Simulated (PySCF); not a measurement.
Isomers of C4H7B, mass 66.064 u with the commonest isotopes. Method: PBE0-D3(BJ)/def2-SVP geometry optimisation, gas phase (PySCF). One conformer each, none proved a minimum here; rigid rotors.

Task: Order these by rotational constant A, largest first.
A. `[BH2:1]/[CH:2]=[CH:3]\[CH:4]=[CH2:5]` with C2–C3–C4–C5 180°
B. `[BH2:1]/[CH:2]=[CH:3]/[CH:4]=[CH2:5]` with C2–C3–C4–C5 180°
C. `[BH2:1][C@H:2]1[CH:3]=[CH:4][CH2:5]1` with H–B1–C2–C3 38° and -148°
D. `[BH2:1][C@@H:2]1[CH2:3][C:4]1=[CH2:5]` with H–B1–C2–C3 -175° and 8°

Result: B (28379 MHz), A (16401 MHz), C (10893 MHz), D (8396 MHz).

Task: Order these by rotational constant C, largest first.
A. `[BH2:1]/[CH:2]=[CH:3]\[CH:4]=[CH2:5]` with C2–C3–C4–C5 180°
B. `[BH2:1][C@@H:2]1[CH2:3][C:4]1=[CH2:5]` with H–B1–C2–C3 -175° and 8°
C. `[BH2:1][C@H:2]1[CH:3]=[CH:4][CH2:5]1` with H–B1–C2–C3 38° and -148°
D. `[BH2:1]/[CH:2]=[CH:3]/[CH:4]=[CH2:5]` with C2–C3–C4–C5 180°

Result: C (3633 MHz), B (3534 MHz), A (2383 MHz), D (2127 MHz).

Task: Order these by radius of gyration √(Σ m r²/M), largest first.
A. `[BH2:1][C@@H:2]1[CH2:3][C:4]1=[CH2:5]` with H–B1–C2–C3 -175° and 8°
B. `[BH2:1][C@H:2]1[CH:3]=[CH:4][CH2:5]1` with H–B1–C2–C3 38° and -148°
C. `[BH2:1]/[CH:2]=[CH:3]\[CH:4]=[CH2:5]` with C2–C3–C4–C5 180°
D. `[BH2:1]/[CH:2]=[CH:3]/[CH:4]=[CH2:5]` with C2–C3–C4–C5 180°

Result: D (1.897 Å), C (1.792 Å), A (1.530 Å), B (1.488 Å).

```csv
SMILES,point group,Ia (u·Å²),Ib (u·Å²),Ic (u·Å²),κ,μa (D),μb (D),μc (D)
B[C@H]1C=CC1,–,46.40,107.18,139.10,-0.70,0.46,0.13,0.39
B/C=C/C=C,Cs,17.81,219.83,237.64,-0.99,2.35,0.23,0.00
B[C@@H]1CC1=C,C1,60.19,106.23,143.00,-0.50,0.75,0.80,0.39
B/C=C\C=C,Cs,30.81,181.25,212.06,-0.94,1.83,0.75,0.00
```
